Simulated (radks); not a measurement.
Problem. Radial electron density D(r) = 4 pi r^2 rho(r) of an atom or ion with 5 electrons. Calculated with a radial shooting solver on a logarithmic mesh with Libxc functionals: Dirac Kohn-Sham, PBE, spin-unpolarised, spherical densities, finite nucleus; Fermi nuclear charge, rms radius of each element as measured or else 0.836 A^(1/3) + 0.57 fm.

r (bohr),D(r) (e/bohr)
0.01099,0.7701
0.01374,1.139
0.0172,1.662
0.02151,2.383
0.02691,3.344
0.03367,4.568
0.04212,6.034
0.0527,7.643
0.06593,9.191
0.08249,10.36
0.1032,10.78
0.1291,10.18
0.1615,8.555
0.2021,6.353
0.2528,4.331
0.3163,3.171
0.3957,2.998
0.495,3.249
0.6193,3.113
0.7748,2.300
0.9694,1.322
1.213,0.8264
1.517,0.7976
1.898,0.7068
2.375,0.3837
2.971,0.1139
3.717,0.01642
4.65,0.0009850

What is the nuclear charge?

Solution. Z = 10. The innermost maximum, from 1s, lies near gamma/Z bohr with gamma = sqrt(1 - (Z/c)^2) = 0.997, here 0.0997 bohr (found: 0.102), and its height grows with Z. The density is that of the neon ion Ne5+ in [He] 2s1 2p1 3s1; the configuration itself is not fixed sharply by these data. D(r) has 3 maxima, at r = 0.102, 0.532, 1.58 bohr, and minima at 0.368, 1.36 bohr, inside which lie 2.21, 4.14 electrons.
